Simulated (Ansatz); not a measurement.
Geometry optimisation, RKS BLYP-D4/STO-3G in Ansatz 0.2.0.

input.yaml

```yaml
crystal:
  periodic: [false, false, false]
  atoms:
    - { symbol: Si, position_ang: [0.0, 0.0, 0.0] }
    - { symbol: Si, position_ang: [0.0, 0.0, 2.22] }
    - { symbol: H, position_ang: [-1.3148, -0.4067, 2.7074] }
    - { symbol: H, position_ang: [1.0096, -0.9353, 2.7074] }
    - { symbol: H, position_ang: [0.3052, 1.342, 2.7074] }
    - { symbol: O, position_ang: [1.5842, 0.0, -0.5594] }
    - { symbol: Si, position_ang: [2.4906, -1.3762, -0.8866] }
    - { symbol: H, position_ang: [1.6598, -2.3521, -1.5857] }
    - { symbol: H, position_ang: [3.6318, -1.0202, -1.7249] }
    - { symbol: H, position_ang: [2.9691, -1.9538, 0.366] }
    - { symbol: Si, position_ang: [-1.0456, 1.8115, -0.7393] }
    - { symbol: H, position_ang: [-2.4302, 1.478, -1.0607] }
    - { symbol: H, position_ang: [-1.0215, 2.8436, 0.2931] }
    - { symbol: H, position_ang: [-0.3743, 2.3069, -1.9374] }
    - { symbol: O, position_ang: [-0.7913, -1.3709, -0.5594] }
    - { symbol: Si, position_ang: [-1.673, -2.4329, 0.3983] }
    - { symbol: H, position_ang: [-1.2634, -2.287, 1.792] }
    - { symbol: H, position_ang: [-3.0964, -2.1323, 0.2761] }
    - { symbol: H, position_ang: [-1.4264, -3.8036, -0.0398] }
basis:
  gaussian: { orbitals: STO-3G }
hamiltonian:
  xc: blyp
  dispersion: d4
relax:
  f_tol: 0.02
  max_steps: 40
output:
  orbitals: {}
```

Launched with:

```bash
$ ansatz run input.yaml --threads 1 --pin off --max-ram 2048MiB --backend cpu --events-out ev --progress --plain --runs-dir out
```

Task: Where does it end, and by what steps?

Result: It converged. The force dipped under the threshold on the way, but the program's further checks kept it going. Limits of this set-up: minimal basis. After 32 steps the energy has fallen by 0.603 eV; H14 moved furthest, 1.38 Å.

| step | energy less start (eV) | largest force component (eV/Å) | accepted |
| --- | --- | --- | --- |
| 0 | 0.0000 | 1.264 | yes |
| 2 | -0.4342 | 0.344 | yes |
| 4 | -0.5077 | 0.193 | yes |
| 6 | -0.5630 | 0.377 | yes |
| 8 | -0.5867 | 0.054 | yes |
| 10 | -0.5777 | 0.320 | no |
| 12 | -0.5925 | 0.065 | yes |
| 14 | -0.5947 | 0.052 | yes |
| 16 | -0.5971 | 0.129 | yes |
| 18 | -0.5989 | 0.027 | yes |
| 20 | -0.6001 | 0.046 | yes |
| 22 | -0.6008 | 0.054 | yes |
| 24 | -0.6015 | 0.053 | yes |
| 26 | -0.6019 | 0.030 | yes |
| 28 | -0.6024 | 0.028 | yes |
| 30 | -0.6026 | 0.028 | yes |
| 32 | -0.6028 | 0.017 | yes |

```xyz
19
Properties=species:S:1:pos:R:3
Si 0.154 -0.034 0.268
Si 0.123 0.179 2.563
H -1.243 0.233 3.065
H 0.792 -0.930 3.228
H 0.785 1.409 2.974
O 1.761 0.138 -0.327
Si 2.424 -1.315 -0.981
H 1.793 -1.779 -2.215
H 3.788 -0.927 -1.314
H 2.503 -2.430 -0.039
Si -1.204 1.526 -0.740
H -2.553 1.477 -0.190
H -0.696 2.873 -0.521
H -1.306 1.313 -2.177
O -0.152 -1.646 -0.262
Si -1.621 -2.415 0.172
H -1.775 -2.514 1.624
H -2.785 -1.697 -0.348
H -1.575 -3.750 -0.405
```

Run time: 3.9 min on 1 thread of Arm Neoverse V1 (shared host), peak memory 0.14 GiB.
